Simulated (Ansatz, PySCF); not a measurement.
Gas-phase reaction R1 → P1 + P2, each structure at its B3LYP-D3(BJ)/def2-TZVP stationary point, reached from a drawn start (curvature not checked).
R1, CH6Si (SMILES C[SiH3]) (charge 0, multiplicity 1):
```xyz
8

C     -0.98121    -0.11553     0.01727
Si     0.88181     0.10385    -0.01552
H     -1.44102     0.56993     0.73145
H     -1.24787    -1.13368     0.30641
H     -1.41328     0.08071    -0.96565
H      1.23787     1.48909    -0.40903
H      1.50078    -0.83015    -0.98764
H      1.46302    -0.16413     1.32272
```
P1: CH4Si (SMILES C[SiH]), charge 0, multiplicity 1.
P2: H2 (SMILES [H][H]), charge 0, multiplicity 1.

P less R. No zero-point or thermal terms.

Frozen-core correlation throughout. CBS: X⁻³ extrapolation of the correlation energy, Hartree–Fock from the larger set.

The values were computed with Ansatz (Gaussian basis) for Hartree–Fock, density functionals and correlated methods; PySCF for the D3/D4 terms. All values are computed, each at the level named.

PBE/def2-TZVPP gives 2.578 eV for the reaction energy.

Task: Where do these levels fall relative to PBE: PBE-D3(BJ)/def2-TZVPP, r2SCAN/def2-TZVPP, B3LYP/def2-TZVPP, wB97M-V/def2-TZVPP, B2PLYP/def2-TZVPP, MP2/CBS(cc-pV(T+d)Z, cc-pV(Q+d)Z), CCSD(T)/CBS(cc-pV(T+d)Z, cc-pV(Q+d)Z).

Result: PBE-D3(BJ)/def2-TZVPP 0.024; r2SCAN/def2-TZVPP 0.205; B3LYP/def2-TZVPP -0.018; wB97M-V/def2-TZVPP 0.020; B2PLYP/def2-TZVPP 0.058; MP2/CBS(cc-pV(T+d)Z, cc-pV(Q+d)Z) 0.191; CCSD(T)/CBS(cc-pV(T+d)Z, cc-pV(Q+d)Z) 0.079 eV. 6 of 7 lie above PBE; the widest gap is to r2SCAN/def2-TZVPP.

Ansatz is an electronic-structure program.
